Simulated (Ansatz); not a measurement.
Isolated molecules relaxed with PBE0-D4/def2-TZVP in Ansatz; ΔE leaves out vibrations. CCSD(T)/CBS adds triple-zeta CCSD(T) − MP2 to the extrapolated MP2 energy (def2 sets, frozen cores). This one scheme is used for every species. For Ge outer-core shells are correlated without core-valence functions, which leaves a few kJ/mol of doubt a bond. Scalar relativity is left out up to krypton. Each species was taken in one conformer, which may not be the lowest.

Consider the redistribution: `OC[B](Cl)[GeH3]` + `CBF` → `C[B](Cl)[GeH3]` + `OCBF`.

```tsv
species	MP2/def2-QZVPP energy (Eh)
`OC[B](Cl)[GeH3]`	-2677.20278
`CBF`	-165.02826
`C[B](Cl)[GeH3]`	-2602.07029
`OCBF`	-240.16009
```

Task: Work out ΔE.

Result: ΔE = (-2602.07029) + (-240.16009) − (-2677.20278) − (-165.02826) = 0.00066 Eh = +1.7 kJ/mol. CCSD(T)/CBS gives +1.4 kJ/mol.

Largest T1 diagnostic among the species: 0.012.
